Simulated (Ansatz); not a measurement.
Geometry optimisation, RKS PBE/6-31G* in Ansatz.

The input (input.yaml):

```yaml
crystal:
  periodic: [false, false, false]
  atoms:
    - { symbol: B, position_ang: [0.021346, -0.216081, -0.175747] }
    - { symbol: H, position_ang: [-0.184273, -0.539964, 0.963647] }
    - { symbol: C, position_ang: [1.479575, -0.186066, -0.741108] }
    - { symbol: H, position_ang: [1.698652, -1.236672, -1.037136] }
    - { symbol: H, position_ang: [1.600143, 0.420508, -1.654064] }
    - { symbol: H, position_ang: [2.259036, 0.086181, -0.008667] }
    - { symbol: H, position_ang: [-0.940928, -0.0965, -0.896138] }
    - { symbol: O, position_ang: [-0.431196, 1.999161, 1.105122] }
    - { symbol: C, position_ang: [0.680284, 2.31586, 1.951139] }
    - { symbol: H, position_ang: [1.387175, 1.470461, 2.059469] }
    - { symbol: H, position_ang: [1.210699, 3.155008, 1.475267] }
    - { symbol: H, position_ang: [0.347927, 2.635105, 2.958364] }
    - { symbol: H, position_ang: [-0.814342, 1.148498, 1.449449] }
basis:
  gaussian: { orbitals: "6-31G*" }
hamiltonian:
  xc: pbe
relax:
  f_tol: 0.03
  max_steps: 50
output:
  orbitals: {}
```

Command:

```bash
$ ansatz run input.yaml --threads 1 --pin off --max-ram 2048MiB --backend cpu --events-out ev --progress --plain --runs-dir out
```

Task: Where does it end, and by what steps?

Result: It converged. After 10 steps the energy has fallen by 0.508 eV; H11 moved furthest, 1.15 Å. Joined: B1–O8 (2.60 → 1.72 Å).

```
step  energy less start (eV)  largest force component (eV/Å)  accepted
   0                  0.0000                           0.710       yes
   1                 -0.0879                           1.369       yes
   2                 -0.2031                           1.083       yes
   3                 -0.3107                           1.754       yes
   4                 -0.4296                           0.708       yes
   5                 -0.4704                           0.309       yes
   6                 -0.4938                           0.267       yes
   7                 -0.5026                           0.114       yes
   8                 -0.5058                           0.079       yes
   9                 -0.5073                           0.047       yes
  10                 -0.5081                           0.027       yes
```

```xyz
13
Properties=species:S:1:pos:R:3
B 0.119 -0.004 0.181
H 0.221 -0.670 1.205
C 1.430 0.113 -0.728
H 1.599 -0.869 -1.211
H 1.336 0.849 -1.548
H 2.364 0.338 -0.177
H -0.936 -0.175 -0.411
O -0.199 1.566 0.804
C 0.698 2.002 1.861
H 0.747 1.245 2.662
H 1.682 2.110 1.389
H 0.352 2.976 2.245
H -1.101 1.474 1.177
```

Run time: 23 s on 1 thread of Intel(R) Xeon(R) Platinum 8488C (Sapphire Rapids) (shared host), peak memory 0.14 GiB.
